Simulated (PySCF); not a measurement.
Ge(H)2(F)(OH) (FGeH3O), SMILES [GeH2]([F])[OH].

Geometry: B3LYP-D3(BJ)/def2-TZVP. One conformer was computed; it need not be the lowest.

The numbers are results of B3LYP/def2-TZVPD (PySCF), not measurements.

Isolated molecule, no solvent.

| Quantity | Value |
|---|---|
| total energy | -2254.06437 hartree |
| highest occupied level | -9.09 eV |
| lowest empty level | -0.58 eV |
| orbital gap | 8.51 eV |
| dipole moment | 2.02 D |
| quadrupole, principal values (traceless, Buckingham form, about the centre of nuclear charge) | -7.42, -0.41, 7.82 D·Å |
| mean static polarisability | 35.5 bohr³ (5.26 Å³) |
| polarisability, principal values | 33.6, 35.7, 37.2 bohr³ |
